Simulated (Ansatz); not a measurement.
Molybdenum dichloride dioxide, Cl2MoO2. Total charge 0; spin multiplicity 1. Correlated methods include outer-core shells of Mo, which these sets cover unevenly. Mo takes the def2 core potential.

```xyz
5

O    -1.4105    0.8261    0.5625
Mo   -0.0302    0.0223    0.0998
O     0.7881   -0.3671    1.4942
Cl   -0.5851   -1.8541   -0.9940
Cl    1.2377    1.3728   -1.1625
```

Q: Give the diagnostics of a CCSD(T)/def2-TZVPP run (frozen core, the Gaussian-basis code of Ansatz). (An estimate is asked.)

A: Computed: T1 = 0.0241, largest single amplitude 0.077, largest double 0.052, (T) share of the correlation energy 6.2 %, 14 CCSD cycles. The RHF solution is stable towards an unrestricted one. T1 lies over the customary mark of 0.02 for closed shells; compounds of d metals often pass it without a breakdown.
